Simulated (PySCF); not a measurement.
Compound: CH₅O₂Si₂ (doublet state).
Geometry (GFN2-xTB, Å), atoms numbered from 1 in this order:
```
atom  x, y, z in Å
O1    -2.5362    2.1741   -0.5847
C2    -1.6455    1.4166   -0.7108
Si3   -1.2410   -0.3979   -0.4063
O4     0.2115   -0.3447    0.2980
Si5    1.7976   -0.1962    0.6019
H6    -1.1482   -0.9072   -1.7736
H7    -2.0244   -1.2439    0.4916
H8     2.2521    1.0647    0.0214
H9     1.8981   -0.2107    2.0587
H10    2.4448   -1.3503   -0.0188
```

The hyperfine couplings belong to this conformer and change with its torsions.

The species is `O=[C][SiH2]O[SiH3]` [radical].

Level of theory: PySCF 2.14.0, UKS B3LYP, pcH-1 on C H O Si, non-relativistic, mean-field spin-orbit, GIAO. Isolated species at its GFN2-xTB geometry (one conformer only). Couplings are sensitive to structure, and on GFN2-xTB geometries they can be far from those on DFT ones. Stability of the SCF solution: not tested.

Q: Match the computed a_iso(29Si) values -203.3, -0.9 MHz with the sites Si3; Si5.

A: 
```csv
site,a_iso (MHz),ρ(0) (bohr⁻³),position,distance from C2 (Å),spin population,largest |T| (MHz)
Si3,-203.3,+0.2291,1 bond from C2,1.88,+0.15,45.5
Si5,-0.9,+0.0010,3 bonds from C2,4.02,0.00,0.3
```

Q: Match the computed a_iso(1H) values +39.0, +0.5 MHz (means over equivalent nuclei) with the sites H6/H7; H8/H9/H10.

A: 
```tsv
site	a_iso (MHz)	ρ(0) (bohr⁻³)	position	distance from C2 (Å)	bound to	spin population there	largest |T| (MHz)
H6/H7	+39.0	+0.0087	2 bonds from C2, on Si3 of spin population +0.15	2.77	Si3	+0.15	6.2
H8/H9/H10	+0.5	+0.0001	4 bonds from C2	4.58	Si5	0.00	1.6
```

ρ(0) is the spin density at the nucleus and T the dipolar tensor; a_iso includes a spin–orbit part; entries for several nuclei are means. The largest Mulliken spin populations are on C2 (+0.54), O1 (+0.26) and Si3 (+0.15).

Nuclei that the bonding pattern makes equivalent are averaged, as if the motion that swaps them (rotation, inversion, ring flip) were fast. The 1H value of +39.0 MHz is a mean of couplings from -5.7 to 83.7 MHz in this one geometry, not an average over conformers.

C2, the radical centre as drawn in `O=[C][SiH2]O[SiH3]`, holds a spin population of +0.54 out of 1.

Time: 38 s wall (grids of density and orbitals included); peak memory 0.72 GiB. Hardware: an Arm Neoverse V1 with one thread (shared host).
